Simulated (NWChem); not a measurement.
C2H5ClSi2; SMILES [Si@H]1(Cl)C=C[SiH2]1

```xyz
10

Cl     0.1883    -2.2079     0.3121
Si    -0.1461    -0.3889    -0.6391
C     -1.4967     0.6830     0.1057
C     -0.8537     1.8305     0.4383
Si     0.9813     1.5324     0.0707
H     -0.3120    -0.7080    -2.0878
H     -2.5752     0.5284     0.2400
H     -1.3721     2.7091     0.8465
H      1.6235     2.4758    -0.8971
H      1.8457     1.4372     1.2864
```
Atoms are numbered in this order, from 1.

All runs: NWChem. Pople sets run with spherical d functions. Structure relaxed at the PBE0/def2-SVP level.

**Question.** Order these runs by computing time, cheapest first, and give rough ratios: PBE0/6-311++G**; PBE0/6-31G*; PBE0/STO-3G.

**Answer.** PBE0/STO-3G (1), PBE0/6-31G* (4), PBE0/6-311++G** (10). Ratios are rough, from one shared machine; the cheapest took roughly 2.8 core-seconds. What differs between the cheapest and the dearest: highest occupied level (eV) -5.65 → -7.84; orbital gap (eV) 8.50 → 6.67; dipole (D) 2.96 → 2.11.
